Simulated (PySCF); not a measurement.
Electron correlation in Pd²⁹⁺ (palladium, charge +29)

Starting occupation: [Ne] 3s2 3p5, 3p1/2 with m_j = -1/2, +1/2, 3p3/2 with m_j = -1/2, +1/2, +3/2. All numbers are calculated (PySCF 2.14, X2C-1e with screened-nucleus spin-orbit coupling, Gaussian nucleus, in an uncontracted even-tempered set (19 s from 4.6 bohr⁻², ratio 2.4; 14 p from 6 bohr⁻², ratio 2.4; 5 d from 25 bohr⁻², ratio 2.6; 4 f from 37 bohr⁻², ratio 2.6)). Frozen: 1s2; 15 electrons correlated; the 56 highest virtual spinors left out.

MP2 pair energies summed by pair of shells (mhartree):

```json
{"pair": "2p1/2-2p3/2", "energy": "-84.30", "share (%)": "14.2"}
{"pair": "2p3/2-2p3/2", "energy": "-83.87", "share (%)": "14.2"}
{"pair": "3p1/2-3p3/2", "energy": "-59.40", "share (%)": "10.0"}
{"pair": "3p3/2-3p3/2", "energy": "-39.77", "share (%)": "6.7"}
{"pair": "2p3/2-3p3/2", "energy": "-39.35", "share (%)": "6.6"}
{"pair": "3p3/2-3s1/2", "energy": "-38.77", "share (%)": "6.5"}
{"pair": "2p3/2-2s1/2", "energy": "-37.07", "share (%)": "6.3"}
{"pair": "2p3/2-3p1/2", "energy": "-29.32", "share (%)": "4.9"}
{"pair": "3p1/2-3p1/2", "energy": "-21.28", "share (%)": "3.6"}
{"pair": "3p1/2-3s1/2", "energy": "-20.63", "share (%)": "3.5"}
{"pair": "2p1/2-2p1/2", "energy": "-20.39", "share (%)": "3.4"}
{"pair": "2p1/2-3p3/2", "energy": "-19.17", "share (%)": "3.2"}
{"pair": "2p1/2-2s1/2", "energy": "-18.35", "share (%)": "3.1"}
{"pair": "2p3/2-3s1/2", "energy": "-16.97", "share (%)": "2.9"}
{"pair": "2p1/2-3p1/2", "energy": "-11.81", "share (%)": "2.0"}
{"pair": "2s1/2-3p3/2", "energy": "-10.98", "share (%)": "1.9"}
{"pair": "2s1/2-2s1/2", "energy": "-10.58", "share (%)": "1.8"}
{"pair": "3s1/2-3s1/2", "energy": "-8.72", "share (%)": "1.5"}
{"pair": "2s1/2-3p1/2", "energy": "-7.86", "share (%)": "1.3"}
{"pair": "2p1/2-3s1/2", "energy": "-7.55", "share (%)": "1.3"}
{"pair": "2s1/2-3s1/2", "energy": "-6.32", "share (%)": "1.1"}
```

Total MP2 correlation energy: -592.49 mhartree.

At this charge the one-electron X2C treatment keeps the bare 1/r₁₂, with no two-electron picture change or Breit term. The effect here is smaller than on the frozen 1s shell.
